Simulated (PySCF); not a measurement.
Harmonic spectrum computed at PBE0 in the def2-TZVP basis family (core potentials from Rb on, PySCF, no spin–orbit coupling):

```tsv
ω (cm⁻¹)	IR (km/mol, summed over degenerate members)	degeneracy
507	37.3	2
966	37.4	1
2111	52.9	1
```

**Question.** Which molecule gave it? In each, all ligands are bound to the one heavy central atom.
A. HAsO (singlet)
B. HGeO (doublet)
C. HPO (singlet)
D. HAlO (singlet)
E. HGaO (singlet)

**Answer.** E. It has C∞v symmetry with Ga–H 1.524 Å, Ga–O 1.639 Å.
